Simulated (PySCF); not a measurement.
Fill in the blanks.

Compound: C3H4O4.
Atom-mapped SMILES: `[O:1]=[CH:2][O:3][CH2:4][C:5](=[O:6])[OH:7]` (hydrogens: H8 on C2; H9, H10 on C4; H11 on O7)

Conformer (atom-mapped SMILES and torsion angles): `[O:1]=[CH:2][O:3][CH2:4][C:5](=[O:6])[OH:7]`: O1–C2–O3–C4 -4°, C2–O3–C4–C5 -77°, O3–C4–C5–O6 -1°, H–O7–C5–C4 180°.

```csv
property,level,value
point group,PBE0-D3(BJ)/def2-SVP,C1
"rotational constants A, B, C",PBE0-D3(BJ)/def2-SVP,?
dipole moment,B3LYP/def2-SVPD,?
HOMO energy,B3LYP/def2-SVPD,-8.34 eV
LUMO energy,B3LYP/def2-SVPD,-0.61 eV
lowest singlet excitation,TDDFT B3LYP/def2-SVPD,"5.90 eV (210 nm, f = 0.002)"
strongest line among the 6 lowest singlet transitions,TDDFT B3LYP/def2-SVPD,?
static isotropic polarisability,B3LYP/def2-SVPD,51.0 au
electronic spatial extent ⟨r²⟩ about the centre of nuclear charge,B3LYP/def2-SVPD,?
```

Gas-phase values; electronic properties from PySCF, density fitting. Isolated species at its PBE0-D3(BJ)/def2-SVP geometry (one conformer only).

(1) What are the rotational constants A, B, C?

(2) The electronic spatial extent ⟨r²⟩ about the centre of nuclear charge?

(3) The dipole moment?

(4) What is the strongest line among the 6 lowest singlet transitions?

Answers

(1) 5.431, 1.848, 1.760 GHz.

(2) 713 bohr².

(3) 2.45 D.

(4) S5 at 7.36 eV (168 nm, f = 0.049).

With B = h/(8π²I), that is 505.379 GHz u Å² over I, the principal moments of inertia are 93.0, 273.4 and 287.2 u Å² (most abundant isotopes). No computed singlet falls in the visible range (750 to 380 nm, 1.65 to 3.26 eV); S1 lies 2.64 eV above its blue end. The 6 singlets span 5.90 to 7.66 eV, and their oscillator strengths add up to 0.08. The principal polarisabilities are 45.3, 48.1 and 59.4 au; their mean is the isotropic value. The polarisability is 7.55 Å³ as a volume (1 au = 0.148185 Å³), or 0.94 au for each of the 54 electrons. The rotational constants make it an asymmetric top with κ = (2B − A − C)/(A − C) = -0.95, nearer the prolate limit (−1).

For the geometry optimisation (PBE0-D3(BJ)/def2-SVP), the run took 47 s of wall time on Arm Neoverse V1, one thread, no GPU, shared host with 64 logical CPUs at a one-minute load of 17, and the process peaked at 0.51 GiB of memory.
